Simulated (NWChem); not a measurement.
System: C₃H₅FSi; SMILES [SiH2]1C=C[C@H]1F

Input file for NWChem:

```
start job
memory heap 200 mb stack 900 mb global 1100 mb
geometry units angstroms noautosym nocenter noautoz
  F      0.379831    -1.913476    -0.245793
  C      0.023414    -0.798790     0.476711
  C     -1.279577    -0.171362     0.044516
  C     -1.043387     1.131381    -0.220359
  Si     0.795018     0.908284     0.009496
  H      0.027174    -1.068142     1.548576
  H     -2.236741    -0.710692    -0.008725
  H     -1.786543     1.889848    -0.476533
  H      1.520782     1.711248     1.044345
  H      1.611652     0.885908    -1.239520
end
basis spherical
  * library def2-svp
end
dft
  xc m05-2x
  iterations 150
end
cosmo
  do_cosmo_smd true
  solvent clbenzen
end
task dft energy
```

Coordinates come from a PBE0/def2-SVP optimisation. Solvent: chlorobenzene.

Level: M05-2X/def2-SVP with SMD (1 M gas to 1 M solution), gas-phase geometry. Reactions with the solvent are ignored.

**Question.** What results follow from this input? (M05-2X/def2-SVP, SMD on the gas-phase geometry.) Quantities: solvation free energy (kcal/mol); cavity-dispersion-structure term (kcal/mol); dipole in solution (D).

**Answer.** 
| Item | Value |
|---|---|
| solvation free energy (kcal/mol) | -3.1 |
| cavity-dispersion-structure term (kcal/mol) | -0.3 |
| dipole in solution (D) | 2.15 |
